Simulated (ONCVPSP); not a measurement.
# indium: excitation energies, all-electron against ONCV

* Element: In
* Generator: ONCVPSP 4.0.1
* Type: optimised norm-conserving Vanderbilt (ONCV)
* Functional: PBE
* Relativity: scalar-relativistic
* Frozen core: [Kr]
* Valence charge: 13
* Reference configuration: 4d10 5s1.5 (charge +1.5)
* Partial waves: 5s: rc 2.15 bohr, ncon 4, nbas 7, qcut 2.7 1/bohr, 3 projectors, debl 3.8 Ha; p scattering state at 0.13 Ha: rc 2.20 bohr, ncon 3, nbas 6, qcut 3.7 1/bohr, 2 projectors, debl 3.6 Ha; 4d: rc 1.20 bohr, ncon 4, nbas 7, qcut 8.1 1/bohr, local
* Local potential: the d channel
* Core correction: polynomial model core, fcfact 0.5

In the p channel the program set the typed energies aside and used 0.050, 3.650 Ha.

Energies are relative to the spin-unpolarised reference configuration 4d10 5s1.5; without spin polarisation the order of configurations can differ from experiment.

```tsv
valence configuration	charge	ΔE all-electron (eV)	error AE − PS (meV)
4d10 5s2 5p1	0	-13.887	+29
4d10 5s1	+2	10.711	-4.4
4d10 5s0 5p3	0	-1.940	+85
```

Task: What are ΔE and the potential's error for 4d10 5s2?

Result: ΔE = -8.524 eV all-electron; the error (AE − PS) is -0.2 meV.

Note: no bound ghost flagged; GHOST(+) flagged for s at 35.4 eV, p at 54.6 eV.
